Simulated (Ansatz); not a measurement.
Gas-phase electronic energies from Ansatz, PBE0-D4/def2-TZVP geometries. CBS: MP2 limit from def2 TZ/QZ plus the TZ coupled-cluster correction, frozen cores. This one scheme is used for every species. For Br, Zn outer-core shells are correlated without core-valence functions, which leaves a few kJ/mol of doubt a bond. Scalar relativity is left out up to krypton. Each species was taken in one conformer, which may not be the lowest.

`[F][Zn][Br]` + `[OH][AlH2]` → `[OH][AlH][Zn][F]` + HBr  (formal exchange of groups at a Zn–Br bond)

```
           species  HF/CBS(def2) energy (Eh)
     `[F][Zn][Br]`               -4449.91372
      `[OH][AlH2]`                -318.62658
`[OH][AlH][Zn][F]`               -2195.43550
               HBr               -2573.05821
```

Question: Work out ΔE.

Answer: ΔE = (-2195.43550) + (-2573.05821) − (-4449.91372) − (-318.62658) = 0.04659 Eh = +122.3 kJ/mol. CCSD(T)/CBS gives +90.9 kJ/mol.

Largest T1 diagnostic among the species: 0.016.

In def2-TZVPP, CCSD(T) changes the Hartree–Fock value by −33.6 kJ/mol (the triples alone add −3.8 kJ/mol) and MP2 by −27.9 kJ/mol. From r2SCAN to r2SCAN0 (25 % exact exchange), in def2-TZVPP and without D4, ΔE moves by +8.4 kJ/mol.
